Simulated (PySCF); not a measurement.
Deuteron quadrupole couplings in `C[O+](C)CS(=O)(=O)[O-]`

Compound: C₃H₈O₄S.
Cartesian coordinates in Å at the GFN2-xTB level; atoms count from 1:
```
atom  x, y, z in Å
C1     0.8091   -1.3120    0.4865
O2     0.6652   -0.4459   -0.6683
C3     1.3537    0.8194   -0.4979
C4    -0.7408   -0.2123   -0.9410
S5    -1.6784    0.6824    0.4615
O6    -2.9948    0.7481   -0.1022
O7    -0.9501    1.9322    0.5797
O8    -1.4890   -0.2131    1.5881
H9     0.5086   -2.3115    0.1732
H10    1.8552   -1.3235    0.7821
H11    0.1528   -0.9697    1.3003
H12    0.7775    1.4779    0.1687
H13    2.3521    0.6215   -0.1157
H14    1.4257    1.2767   -1.4843
H15   -0.8246    0.4081   -1.8278
H16   -1.2298   -1.1694   -1.0924
```

Level: PBE0/pcSseg-1 (PySCF, non-relativistic); Q(2H) = 0.00286 b; rigid geometry, the same for H and D, with no vibrational averaging.

Question: Rank these positions by the coupling χzz of a deuteron there, largest first.
A. H14 (methyl hydrogen)
B. H16 (methylene hydrogen)
C. H11 (methyl hydrogen)

Answer: B (204 kHz), A (200 kHz), C (157 kHz).

Question: What are Vzz, η and χzz (234.96 MHz × Q × Vzz) at all hydrogens?

Answer: 
```csv
atom,bonded to,bond length (Å),Vzz (au),η,χzz (kHz)
H9,C1,1.090,0.2969,0.13,200
H10,C1,1.087,0.3018,0.14,203
H11,C1,1.100,0.2333,0.18,157
H12,C3,1.100,0.2336,0.19,157
H13,C3,1.087,0.3017,0.14,203
H14,C3,1.090,0.2969,0.13,200
H15,C4,1.086,0.3037,0.13,204
H16,C4,1.085,0.3038,0.12,204
```

Question: How does χzz go with the bond length over the 8 C–H bonds?

Answer: A straight-line fit has a slope of -34.3 kHz for each 0.01 Å, with a correlation coefficient of -0.98, over lengths from 1.085 to 1.100 Å. The longer bonds have the smaller couplings here.

Question: Give the 2H NMR doublet splittings at H11 for a magnetic field along the z, y and x axes of the gradient: 3χ/2, 3χ(1 + η)/4, 3χ(1 − η)/4.

Answer: With |χ| = 156.8 kHz and η = 0.184: 235, 139 and 96 kHz, to first order and without motion.

The structure is a single GFN2-xTB conformer in the gas phase; no vibrational or solvent corrections. GFN2-xTB bond lengths can be off by several hundredths of an ångström, more for odd bonds, and the gradients follow them. A larger basis could move these couplings by a tenth or more.
